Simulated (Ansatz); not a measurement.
Relaxation of CH6Ge (8 atoms, charge 0, multiplicity 1), to a largest force component of 0.03 eV/Å in at most 50 steps.

Computed with RKS PBE0-D4/def2-SVP in Ansatz 0.2.0.

```xyz
8
Properties=species:S:1:pos:R:3
Ge -0.155 -0.067 -0.941
C 1.472 0.030 1.763
H 0.397 -0.189 1.654
H 1.938 -0.797 2.314
H 1.582 0.972 2.315
H 1.977 0.128 0.784
H -0.974 1.099 -0.221
H -1.024 -1.176 -0.188
```

**Question.** Where does it end, and by what steps?

**Answer.** It converged. The force dipped under the threshold on the way, but the program's further checks kept it going. After 4 steps the energy has fallen by 0.016 eV; Ge1 moved furthest, 0.16 Å.

| step | energy less start (eV) | largest force component (eV/Å) | accepted |
| --- | --- | --- | --- |
| 0 | 0.0000 | 0.163 | yes |
| 1 | -0.0122 | 0.109 | yes |
| 2 | -0.0038 | 0.195 | no |
| 3 | -0.0156 | 0.027 | yes |
| 4 | -0.0164 | 0.029 | yes |

```xyz
8
Properties=species:S:1:pos:R:3
Ge -0.040 -0.075 -0.830
C 1.410 0.031 1.710
H 0.329 -0.183 1.646
H 1.895 -0.809 2.224
H 1.544 0.965 2.269
H 1.885 0.144 0.720
H -0.874 1.107 -0.155
H -0.936 -1.180 -0.103
```

Whether the end is a true minimum wasn't checked by a vibrational analysis.

The run took 15 s on 1 thread of Arm Neoverse V1, with other jobs on the host, peak memory 0.14 GiB.
